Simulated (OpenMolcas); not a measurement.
# W4+: moving or changing the point charges

W4+ among 5 point charges of -1.5 e arranged as a trigonal bipyramid (D3h), 1.9 Å from the ion, with the axial distance 1.862 Å.

```yaml
Program: OpenMolcas 26.06
Method: CASSCF
Basis: ANO-RCC-VTZP [8s7p5d3f2g1h]
Scalar_Hamiltonian: DKH2, point nucleus
Active_space: 2 electrons in 5 orbitals (5d)
State_averaging: 2S+1 = 3 even, 10 roots; 2S+1 = 1 even, 15 roots
Spin-orbit_coupling: state interaction with AMFI integrals over the reference wave functions
```

Runs around this geometry, states (labels of D3, the rotations of D3h). Energies in cm-1 above the lowest state or level, χT in cm3 K/mol.

```
R (Å)  q (e)  Ground state  First state of that spin  First gap with spin-orbit (degeneracies)  χT at 300 K  First state of another spin
  1.9   -1.2           3A2                 3A1 153.0                               73.0 (2, 1)        0.150                     1E 10768
  1.9   -1.5           3A1                  3A2 13.5                              150.9 (2, 1)        0.148                     1E 10398
 2.07   -1.5           3A1                  3A2 73.4                              181.1 (2, 1)        0.168                     1E 10661
```

The ground state changes within this set.

Without dynamic correlation the repulsion within the d shell is too large (B by tens of per cent), so at a given field states of lower spin stand too high. Spin-orbit coupling mixes the spin-free states strongly: the lowest level takes only 46 % from its leading state, 3A1, which lies 153 cm-1 above the lowest spin-free state (figures for R = 1.9, q = -1.2; the like holds for R = 1.9, q = -1.5, R = 2.07, q = -1.5). Point charges carry no covalency, so the field is a model and not that of real ligands. No measured value stands beside these numbers.
